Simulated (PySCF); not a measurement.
C$_{3}$H$_{9}$Sb, singlet, geometry from GFN2-xTB (all electrons, no relativity), with bond 13-10 at 1.25 times its length; PBE0/STO-3G in PySCF.

Here is a job for PySCF.
```python
from pyscf import gto, scf, dft

mol = gto.M(
    atom='''
Sb   -0.00673821    0.00740301    0.43142423
C     0.19254380   -1.82326529   -0.71473966
H     1.11761127   -2.32368584   -0.45225624
H     0.19814442   -1.59192199   -1.77443677
H    -0.63697105   -2.48620389   -0.49681510
C     1.48921748    1.04940145   -0.74378095
H     2.47603995    0.67127683   -0.50237513
H     1.45823690    2.11023739   -0.52301994
H     1.29510059    0.89708791   -1.80001401
C    -1.64668376    0.73532555   -0.78736976
H    -2.55198411    0.18722995   -0.55265593
H    -1.40872327    0.60197337   -1.83717977
H    -1.85616765    2.05077168   -0.53883308
''',
    basis='sto-3g',
    verbose=4,
)

mf = dft.RKS(mol)
mf.xc = 'pbe0'
mf.kernel()
mo_i, mo_e, stable_i, stable_e = mf.stability(internal=True, external=True, return_status=True, nroots=6, tol=1e-6)
print('internally stable:', stable_i, ' externally stable:', stable_e)
if not stable_e:
    umf = mf.to_uhf() if not hasattr(mf, 'xc') else mf.to_uks()
    umf.scf_summary = {}
    umf.kernel(umf.make_rdm1(mo_e, umf.mo_occ))
mf.analyze()
```

The log (banner, timings and long lists left out):

```
PySCF version 2.14.0

[INPUT] verbose = 4
[INPUT] num. atoms = 13
[INPUT] num. electrons = 78
[INPUT] charge = 0
[INPUT] spin (= nelec alpha-beta = 2S) = 0
[INPUT] symmetry False subgroup None
[INPUT] Mole.unit = angstrom
[INPUT] Symbol           X                Y                Z      unit          X                Y                Z       unit  Magmom
[INPUT]  1 Sb    -0.006738210000   0.007403010000   0.431424230000 AA   -0.012733371470   0.013989661397   0.815273638201 Bohr   0.0
[INPUT]  2 C      0.192543800000  -1.823265290000  -0.714739660000 AA    0.363855048983  -3.445472050526  -1.350662207765 Bohr   0.0
[INPUT]  3 H      1.117611270000  -2.323685840000  -0.452256240000 AA    2.111979214027  -4.391129837130  -0.854640431726 Bohr   0.0
[INPUT]  4 H      0.198144420000  -1.591921990000  -1.774436770000 AA    0.374438686911  -3.008296572773  -3.353199520658 Bohr   0.0
[INPUT]  5 H     -0.636971050000  -2.486203890000  -0.496815100000 AA   -1.203700833777  -4.698244441928  -0.938844473548 Bohr   0.0
[INPUT]  6 C      1.489217480000   1.049401450000  -0.743780950000 AA    2.814213177115   1.983081335221  -1.405542292169 Bohr   0.0
[INPUT]  7 H      2.476039950000   0.671276830000  -0.502375130000 AA    4.679037378982   1.268529362466  -0.949351407493 Bohr   0.0
[INPUT]  8 H      1.458236900000   2.110237390000  -0.523019940000 AA    2.755668365735   3.987770724917  -0.988364444286 Bohr   0.0
[INPUT]  9 H      1.295100590000   0.897087910000  -1.800014010000 AA    2.447385418863   1.695250459558  -3.401533499280 Bohr   0.0
[INPUT] 10 C     -1.646683760000   0.735325550000  -0.787369760000 AA   -3.111781320169   1.389563901895  -1.487913205165 Bohr   0.0
[INPUT] 11 H     -2.551984110000   0.187229950000  -0.552655930000 AA   -4.822551042142   0.353813327816  -1.044368348817 Bohr   0.0
[INPUT] 12 H     -1.408723270000   0.601973370000  -1.837179770000 AA   -2.662101165602   1.137564803581  -3.471766606891 Bohr   0.0
[INPUT] 13 H     -1.856167650000   2.050771680000  -0.538833080000 AA   -3.507648499778   3.875396819214  -1.018246948056 Bohr   0.0

nuclear repulsion = 378.701695698041
number of shells = 29
number of NR pGTOs = 153
number of NR cGTOs = 51
basis = sto-3g
ecp = {}

******** <class 'pyscf.dft.rks.RKS'> ********
method = RKS
initial guess = minao
damping factor = 0
level_shift factor = 0
DIIS = <class 'pyscf.scf.diis.CDIIS'>
diis_start_cycle = 1
diis_space = 8
diis_damp = 0
SCF conv_tol = 1e-09
SCF conv_tol_grad = None
SCF max_cycles = 50
direct_scf = True
direct_scf_tol = 1e-13
XC library pyscf.dft.libxc version 7.1.2
    S. Lehtola, C. Steigemann, M. J. T. Oliveira, and M. A. L. Marques,  SoftwareX 7, 1–5 (2018)
XC functionals = pbe0
    C. Adamo and V. Barone,  J. Chem. Phys. 110, 6158 (1999)
    M. Ernzerhof and G. E. Scuseria,  J. Chem. Phys. 110, 5029 (1999)
radial grids:
    Treutler-Ahlrichs [JCP 102, 346 (1995); DOI:10.1063/1.469408] (M4) radial grids

becke partition: Becke, JCP 88, 2547 (1988); DOI:10.1063/1.454033
pruning grids: <function nwchem_prune>
grids dens level: 3
symmetrized grids: False
atomic radii adjust function: <function treutler_atomic_radii_adjust>
small_rho_cutoff = 0
Set gradient conv threshold to 3.16228e-05
Initial guess from minao.
tot grids = 152584
init E= -6353.07136072895
cycle= 1 E= -6371.21889138042  delta_E= -18.1  |g|= 0.482  |ddm|= 4.13
cycle= 2 E= -6371.32166124801  delta_E= -0.103  |g|= 0.162  |ddm|=  1.4
cycle= 3 E= -6371.33493007171  delta_E= -0.0133  |g|= 0.0331  |ddm|= 0.362
cycle= 4 E= -6371.33526194722  delta_E= -0.000332  |g|= 0.0112  |ddm|= 0.0626
cycle= 5 E= -6371.33530654046  delta_E= -4.46e-05  |g|= 0.000632  |ddm|= 0.018
cycle= 6 E= -6371.33530671228  delta_E= -1.72e-07  |g|= 0.00024  |ddm|= 0.00167
cycle= 7 E= -6371.33530673241  delta_E= -2.01e-08  |g|= 4.75e-05  |ddm|= 0.000457
cycle= 8 E= -6371.33530673317  delta_E= -7.56e-10  |g|= 3.9e-06  |ddm|= 6.94e-05
Extra cycle  E= -6371.33530673318  delta_E= -9.09e-12  |g|= 3.12e-06  |ddm|= 1.15e-05
converged SCF energy = -6371.33530673318
rhf_internal: lowest eigs of H = [1.30348933 1.322662   1.44945202 1.53594831 1.6575435  1.71668858]
<class 'pyscf.dft.rks.RKS'> wavefunction is stable in the internal stability analysis
rhf_real2complex: lowest eigs of H = [0.25711213 0.26042436 0.35495905 0.35729444 0.35896015 0.36384142]
<class 'pyscf.dft.rks.RKS'> wavefunction is stable in the real -> complex stability analysis
rhf_external: lowest eigs of H = [0.19983159 0.20193633 0.23873936 0.28068229 0.29937902 0.30196017]
<class 'pyscf.dft.rks.RKS'> wavefunction is stable in the RHF/RKS -> UHF/UKS stability analysis
internally stable: True  externally stable: True
**** SCF Summaries ****
Total Energy =                       -6371.335306733179095
Nuclear Repulsion Energy =             378.701695698040567
One-electron Energy =                -9547.851719453849000
Two-electron Energy =                 2797.814717022629338
Two-electron Coulomb Energy =         2983.522641782432856
DFT Exchange-Correlation Energy =     -185.707924759803291
**** MO energy ****
MO #1   energy= -1063.67191466476  occ= 2
MO #2   energy= -156.988533842901  occ= 2
MO #3   energy= -149.425863513449  occ= 2
MO #4   energy= -149.425858257977  occ= 2
MO #5   energy= -149.42516272786   occ= 2
MO #6   energy= -29.5925635685214  occ= 2
MO #7   energy= -26.8793949591738  occ= 2
MO #8   energy= -26.8793891835459  occ= 2
MO #9   energy= -26.8768447296948  occ= 2
MO #10  energy= -18.6862576653418  occ= 2
MO #11  energy= -18.6862568362564  occ= 2
MO #12  energy= -18.6844447053225  occ= 2
MO #13  energy= -18.6844398924896  occ= 2
MO #14  energy= -18.6837974833192  occ= 2
MO #15  energy= -10.0164256694037  occ= 2
MO #16  energy= -10.009667004695   occ= 2
MO #17  energy= -10.009029457726   occ= 2
MO #18  energy= -4.64019221549855  occ= 2
MO #19  energy= -3.4739544448036   occ= 2
MO #20  energy= -3.47385322156525  occ= 2
MO #21  energy= -3.46389248419744  occ= 2
MO #22  energy= -0.896160051505332 occ= 2
MO #23  energy= -0.895987920872853 occ= 2
MO #24  energy= -0.887028671887781 occ= 2
MO #25  energy= -0.886846458370661 occ= 2
MO #26  energy= -0.881624488795474 occ= 2
MO #27  energy= -0.686519214383159 occ= 2
MO #28  energy= -0.657685917178338 occ= 2
MO #29  energy= -0.64162365204081  occ= 2
MO #30  energy= -0.40421765690304  occ= 2
MO #31  energy= -0.390221073828498 occ= 2
MO #32  energy= -0.382638801763165 occ= 2
MO #33  energy= -0.374597271877133 occ= 2
MO #34  energy= -0.368476314389054 occ= 2
MO #35  energy= -0.366495691400838 occ= 2
MO #36  energy= -0.326969611569717 occ= 2
MO #37  energy= -0.247772461925412 occ= 2
MO #38  energy= -0.242688686632506 occ= 2
MO #39  energy= -0.146691776736974 occ= 2
MO #40  energy= 0.174162449734051  occ= 0
MO #41  energy= 0.177962995899476  occ= 0
MO #42  energy= 0.279212754419958  occ= 0
MO #43  energy= 0.319110678441804  occ= 0
MO #44  energy= 0.478734158009607  occ= 0
MO #45  energy= 0.486604654178075  occ= 0
MO #46  energy= 0.491741521836231  occ= 0
MO #47  energy= 0.501360718509208  occ= 0
 ** Mulliken pop on meta-lowdin orthogonal AOs  **
 ** Mulliken pop  **
 ** Mulliken atomic charges  **
charge of    0Sb =      0.40195
charge of    1C =     -0.28177
charge of    2H =      0.05025
charge of    3H =      0.04664
charge of    4H =      0.04970
charge of    5C =     -0.28081
charge of    6H =      0.04969
charge of    7H =      0.05011
charge of    8H =      0.04680
charge of    9C =     -0.24287
charge of   10H =      0.04598
charge of   11H =      0.04331
charge of   12H =      0.02104
Dipole moment(X, Y, Z, Debye):  0.03433, -0.10110, -0.90372
```
